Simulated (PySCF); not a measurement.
C2H9NSi3, SMILES [SiH3][SiH2][C@@H]([SiH3])C#N.

Geometry optimised at ωB97X-D3(BJ)/def2-SVP. The structure was generated by enumeration; whether it is a known compound was not checked. One conformer was computed; it need not be the lowest.

Two levels are set side by side: TDA-PBE/def2-SVPD (PySCF) and TDA-M06-2X/def2-SVPD (PySCF). Vertical, same geometry. The lowest singlet is HOMO→LUMO 94 % with PBE and HOMO→LUMO+1 24 %, HOMO−1→LUMO+1 12 % with the other functional; states are paired by order. Differences are taken from unrounded values.

```
quantity                              TDA-M06-2X
------------------------------------  ----------
lowest singlet excitation (eV)              6.71
lowest triplet excitation (TDA) (eV)        6.20
```

Q: What does TDA-PBE give, and how far is it from TDA-M06-2X? (An estimate is asked for; the answer gives what the named calculation found.)

A: 
```
quantity                              TDA-PBE  TDA-PBE minus TDA-M06-2X
------------------------------------  -------  ------------------------
lowest singlet excitation (eV)           6.10                     -0.61
lowest triplet excitation (TDA) (eV)     5.62                     -0.57
```

A lower first singlet is the usual sign of a functional without exact exchange. Differences between two approximate levels are no errors against the true value.

Rough cost on one machine, each run with all the roots and properties that it gave: TDA-M06-2X against TDA-PBE about 10 times.
